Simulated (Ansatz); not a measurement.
Gas-phase electronic energies from Ansatz, PBE0-D4/def2-TZVP geometries. CCSD(T)/CBS adds triple-zeta CCSD(T) − MP2 to the extrapolated MP2 energy (def2 sets, frozen cores). This one scheme is used for every species. DFT in def2-TZVPP. HSE06 is defined as in plane-wave codes. Each species was taken in one conformer, which may not be the lowest.

Consider the silylene formation by 1,1-elimination: `C=C[Si](F)(Cl)Cl` → `F[Si]Cl` + `C=CCl`.

```csv
level,ΔE (kJ/mol),difference from CCSD(T)/CBS
LDA (SPW92),311.6,-4.2
revPBE-D4,292.2,-23.6
r2SCAN-D4,325.5,9.7
PBE0-D4,316.1,0.3
r2SCAN0-D4,335.8,20.0
BHLYP-D4,325.4,9.6
BLYP,250.9,-64.9
r2SCANh,326.1,10.3
HSE06,304.7,-11.1
HF/def2-SVP,316.2,0.4
CCSD/def2-SVP,298.9,-16.9
CCSD(T)/def2-SVP,297.3,-18.5
CCSD/def2-TZVPP,309.9,-5.9
HF/def2-QZVPP,313.5,-2.3
MP2/def2-QZVPP,332.5,16.7
CCSD/CBS(def2),316.5,0.7
CCSD(T)/CBS,315.8,0
```

Largest T1 diagnostic among the species: 0.014.

Leaving LDA and LC-ωPBE aside and taking each functional with its dispersion term where it has one, the values, not all of them listed here, spread over 58.5 kJ/mol, from BLYP-D4 to r2SCAN0-D4. LDA lies +32.7 kJ/mol from PBE without D4. From PBE to PBE0 (25 % exact exchange), in def2-TZVPP and without D4, ΔE moves by +25.8 kJ/mol.
